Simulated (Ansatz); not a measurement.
Geometry optimisation, Ansatz 0.2.0, RKS B3LYP/def2-SVP.

The input (input.yaml):

```yaml
crystal:
  periodic: [false, false, false]
  atoms:
    - { symbol: C, position_ang: [-0.94356, 1.0358, -0.84587] }
    - { symbol: Sn, position_ang: [0.83067, -0.12485, -0.29789] }
    - { symbol: "N", position_ang: [0.28487, -1.14891, 1.37171] }
    - { symbol: H, position_ang: [-1.73162, 0.29271, -0.99868] }
    - { symbol: H, position_ang: [-0.78378, 1.64511, -1.73521] }
    - { symbol: H, position_ang: [-1.16216, 1.64878, 0.03288] }
    - { symbol: H, position_ang: [2.46137, -0.23112, -1.05777] }
    - { symbol: H, position_ang: [-0.48238, -1.814, 1.27848] }
    - { symbol: H, position_ang: [0.07724, -0.60298, 2.20824] }
total_charge: 1
basis:
  gaussian: { orbitals: def2-SVP }
hamiltonian:
  xc: b3lyp
relax:
  f_tol: 0.015
  max_steps: 40
```

Command:

```bash
$ ansatz run input.yaml --threads 1 --pin off --max-ram 2048MiB --backend cpu --events-out ev --progress --plain --runs-dir out
```

Q: Where does it end, and by what steps?

A: It converged. The force dipped under the threshold on the way, but the program's further checks kept it going. Limits of this set-up: the dipole of an ion depends on the origin. After 33 steps the energy has fallen by 1.015 eV; H9 moved furthest, 1.51 Å.

```csv
step,energy less start (eV),largest force component (eV/Å),accepted
0,0.0000,0.943,yes
2,-0.2693,0.266,yes
4,-0.4233,1.441,yes
6,-0.7609,0.933,yes
8,-0.9744,0.307,yes
10,-0.9731,0.627,no
12,-1.0110,0.094,yes
14,-1.0117,0.042,yes
16,-1.0113,0.088,no
18,-1.0123,0.038,yes
20,-1.0126,0.032,yes
22,-1.0132,0.077,yes
24,-1.0136,0.067,yes
26,-1.0143,0.052,yes
28,-1.0147,0.012,yes
30,-1.0148,0.019,yes
32,-1.0149,0.006,yes
33,-1.0149,0.008,yes
```

```xyz
9
Properties=species:S:1:pos:R:3
C -1.022 1.078 -0.997
Sn 0.632 0.135 -0.028
N 0.234 -1.261 1.292
H -1.950 0.618 -0.632
H -0.907 0.936 -2.081
H -0.990 2.151 -0.753
H 2.307 0.373 -0.189
H -0.708 -1.561 1.539
H 0.955 -1.768 1.805
```

The run took 99 s on 1 thread of Intel(R) Xeon(R) Platinum 8488C (Sapphire Rapids) (shared host), peak memory 0.18 GiB.
